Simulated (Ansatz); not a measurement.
Coupled-cluster diagnostics for (MgO)3 ring (Mg₃O₃), Ansatz.

Geometry of the singlet (PBE0-D4/def2-SVP):

```xyz
6

Mg   -1.306   -0.894   -0.636
O    -1.822    0.435    0.522
Mg   -0.292    1.275    1.095
O     1.489    1.019    0.725
Mg    1.598   -0.381   -0.459
O     0.333   -1.454   -1.248
```

Correlated methods freeze 6 core orbitals; core or outer-core shells of Mg are correlated, in sets that lack core-valence functions.

Q: Estimate the CCSD(T) correlation energy, the shares of MP2 and (T), T1 and the reference's ⟨S²⟩ for: charge 0, singlet, own geometry in def2-TZVPP; and the rough time on 4 threads of Arm Neoverse V2 on a shared host.

A: 
```tsv
state	basis	correlation (eV)	MP2 share (%)	(T) share (%)	T1	⟨S²⟩ (pure)	wall time
charge 0, singlet, own geometry	def2-TZVPP	-37.263	97.6	3.0	0.016	0.00 (0.00)	2.2 min
```
Customary marks for T1 are 0.02 (closed shells), 0.045 (open shells) and about 0.05 (3d metals). T1 stays under 0.02 throughout.
